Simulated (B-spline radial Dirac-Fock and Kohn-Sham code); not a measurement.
Relativistic shifts of the levels of I⁴⁶⁺

System: I⁴⁶⁺, configuration [He] 2s2 2p3.

Both columns are ΔSCF binding energies of the configuration average from a radial atomic solver: non-relativistic Hartree-Fock with a point nucleus, and Dirac-Fock with a finite nucleus and the Coulomb interaction alone, averaged over the two j levels with weights 2j+1.

```
shell  Hartree-Fock (eV)  Dirac-Fock (eV)  shift (eV)  shift (%)
   1s            35798.4          37209.2    +1410.80      +3.94
   2s             8169.5           8572.7     +403.21      +4.94
   2p             8003.8           8161.9     +158.08      +1.98
```

Relativity binds 1s, 2s, 2p more strongly, among those listed most of all 2s in relative terms.

Values without a named source are computed, but for edge energies of neutral atoms, which are taken from tables.
